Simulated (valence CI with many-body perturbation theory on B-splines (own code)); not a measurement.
Results of a calculation; reference values are marked as such.
## Ho62+: what each term of the Hamiltonian does

Method: configuration interaction combined with many-body perturbation theory (CI+MBPT): three valence electrons over a frozen Dirac-Fock core [He], radial functions for each j: 11 s, 11 p, 9 d, 7 f, 5 g, 2 h, 1 i, with the one-electron correlation potential Σ1 (screened to all orders), the two-electron term Σ2, the three-electron term Σ3, Breit, model QED; selected single and double excitations, second order for the rest (own B-spline code, finite nucleus).

No measured spectrum was set against this ion. As an estimate, large intervals hold to a few tenths of a per cent, small ones and those within an open d or f shell to about a per cent.

Each rung adds one term. CI alone is the Dirac-Coulomb CI over the frozen core; QED comes last and gives the full result, which names the levels. Energies are above (2s^2 2p1/2) J=1/2 on the same rung, in × 10³ cm⁻¹.

Levels are named by their leading jj configuration (3d3/2^4 stands for four electrons in 3d with j = 3/2), which in mixed levels can hold well under half, so a name can repeat and another be missing. Letters in brackets count levels of one name in rising energy.

```csv
Level,CI alone,+ Σ1,+ Σ2,+ Σ3,+ Breit,Full
(2s 2p1/2^2) J=1/2,1844.2,1841.7,1840.6,1840.5,1954.1,1849.7
(2s^2 2p3/2) J=3/2,7622.6,7623.9,7623.9,7623.8,7513.1,7522.2
(2s 2p1/2 2p3/2) J=3/2 [a],8916.5,8915.3,8914.9,8914.9,8910.9,8817.7
(2s 2p1/2 2p3/2) J=5/2,9288.0,9286.9,9286.1,9286.0,9218.9,9125.6
(2s 2p1/2 2p3/2) J=1/2,9735.4,9734.2,9731.6,9731.2,9731.3,9637.5
(2s 2p1/2 2p3/2) J=3/2 [b],9786.2,9785.0,9783.2,9782.7,9746.4,9652.8
(2p1/2^2 2p3/2) J=3/2,11702,11699,11695,11694,11782,11586
(2s 2p3/2^2) J=5/2,16716,16716,16716,16716,16566,16484
(2s 2p3/2^2) J=1/2,17430,17430,17430,17429,17343,17260
(2s 2p3/2^2) J=3/2,17482,17482,17480,17479,17350,17267
(2p1/2 2p3/2^2) J=3/2,18976,18974,18971,18970,18949,18762
(2p1/2 2p3/2^2) J=5/2,19216,19213,19210,19210,19128,18941
(2p1/2 2p3/2^2) J=1/2,19541,19538,19536,19535,19534,19347
(2p3/2^3) J=3/2,26913,26912,26909,26909,26777,26601
(2s^2 3s) J=1/2,68226,68230,68229,68229,68067,68094
(2s^2 3p1/2) J=1/2,68850,68852,68852,68851,68719,68714
(2s 2p1/2 3s) J=1/2 [a],69470,69471,69471,69470,69405,69330
(2s 2p1/2 3s) J=3/2,69700,69701,69700,69700,69605,69531
(2s 2p1/2 3s) J=1/2 [b],69903,69904,69904,69903,69824,69748
(2s 2p1/2 3p1/2) J=1/2 [a],69996,69996,69996,69995,69960,69854
(2s 2p1/2 3p1/2) J=3/2,70240,70240,70240,70239,70168,70063
(2s 2p1/2 3p1/2) J=1/2 [b],70528,70528,70527,70526,70481,70376
(2s^2 3p3/2) J=3/2,71106,71109,71108,71108,70942,70941
(2s^2 3d3/2) J=3/2,71553,71557,71556,71556,71374,71369
(2p1/2^2 3s) J=1/2,71695,71694,71691,71691,71727,71554
(2s^2 3d5/2) J=5/2,72160,72164,72163,72163,71976,71971
(2p1/2^2 3p1/2) J=1/2,72208,72206,72203,72203,72265,72060
(2s 2p1/2 3p3/2) J=3/2 [a],72332,72332,72332,72332,72265,72162
(2s 2p1/2 3p3/2) J=5/2,72605,72606,72605,72605,72504,72403
(2s 2p1/2 3p3/2) J=3/2 [b],72621,72622,72620,72620,72527,72424
(2s 2p1/2 3p3/2) J=1/2,72670,72670,72669,72668,72588,72481
```

**Question.** How does the ionisation energy move along the ladder, and which term matters most?

**Answer.** CI alone 15016, + Σ1 15016, + Σ2 15016, + Σ3 15016, + Breit 14992, + QED 14992 eV. The largest step is Breit, -24 eV. NIST lists 14998 ± 15 eV (theoretical).
